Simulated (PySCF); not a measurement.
A species of formula C8H14FN has this rotational fingerprint, computed with PBE0/pcSseg-1 in PySCF (dipole) on a GFN2-xTB geometry, gas phase:

* Rotational constants: A = 2604, B = 724.6, C = 610.6 MHz
* Dipole components: |μa| = 0.72 D, |μb| = 1.43 D, |μc| = 0.71 D
* Inertial defect: -63.83 u·Å²
* κ: -0.89

Question: Which structure is it? (One computed conformer of each.)
A. `[CH3:1][CH2:2][CH2:3][C:4]1=[C:5]([F:6])[N:7]([CH3:8])[CH2:9][CH2:10]1` with C1–C2–C3–C4 180°, C2–C3–C4–C5 -116°, C4–C5–N7–C8 -150°, C5–N7–C9–C10 17°, N7–C9–C10–C4 -16°, C3–C4–C10–C9 -175°
B. `[CH3:1][CH:2]([CH3:3])[C@@H:4]1[N:5]=[CH:6][C@H:7]([CH3:8])[C@H:9]1[F:10]` with C1–C2–C4–N5 -52°
C. `[CH3:1][CH2:2][CH2:3]/[CH:4]=[CH:5]\[N:6]([CH3:7])/[CH:8]=[CH:9]\[F:10]` with C1–C2–C3–C4 -178°, C2–C3–C4–C5 -110°, C4–C5–N6–C7 26°, C5–N6–C8–C9 173°
D. `[CH3:1][C@@:2]1([CH:3]2[CH2:4][CH2:5][CH2:6]2)[NH:7][C@@H:8]1[CH2:9][F:10]` with C1–C2–C3–C4 31°, N7–C8–C9–F10 -154°, C2–C3–C4–C5 -132°, C3–C4–C5–C6 12°, C4–C5–C6–C3 -12°, C1–C2–N7–C8 106°
E. `[CH3:1][CH:2]([CH3:3])[C:4]1=[C:5]([F:6])[N:7]([CH3:8])[CH2:9][CH2:10]1` with C1–C2–C4–C5 118°, C4–C5–N7–C8 149°, C5–N7–C9–C10 -18°, N7–C9–C10–C4 17°, C2–C4–C10–C9 174°

Answer: A. It is CCCC1=C(F)N(C)CC1, an asymmetric top, point group C1. The candidates at the same level (rigid rotor, commonest isotopes):

```tsv
SMILES	A (MHz)	B (MHz)	C (MHz)	μa (D)	μb (D)	μc (D)	Δ (u·Å²)	point group	rotor
CCC/C=C\N(C)/C=C\F	2876	529.3	463.3	0.67	0.92	0.35	-39.72	C1	near-prolate asymmetric top
CC(C)[C@@H]1N=C[C@H](C)[C@H]1F	1965	978.9	796.9	1.20	0.15	1.56	-139.32	C1	asymmetric top
CC(C)C1=C(F)N(C)CC1	2278	889.2	757.0	0.71	1.40	0.51	-122.62	C1	asymmetric top
CCCC1=C(F)N(C)CC1	2604	724.6	610.6	0.72	1.43	0.71	-63.83	C1	asymmetric top
C[C@@]1(C2CCC2)N[C@@H]1CF	1801	1053	795.2	0.19	1.79	0.42	-125.16	C1	asymmetric top
```

`CC(C)C1=C(F)N(C)CC1` has C 24 % too high; `CC(C)[C@@H]1N=C[C@H](C)[C@H]1F` has B 35 % too high; `C[C@@]1(C2CCC2)N[C@@H]1CF` has B 45 % too high; `CCC/C=C\N(C)/C=C\F` has B 27 % too low. No structure here is proved a minimum.
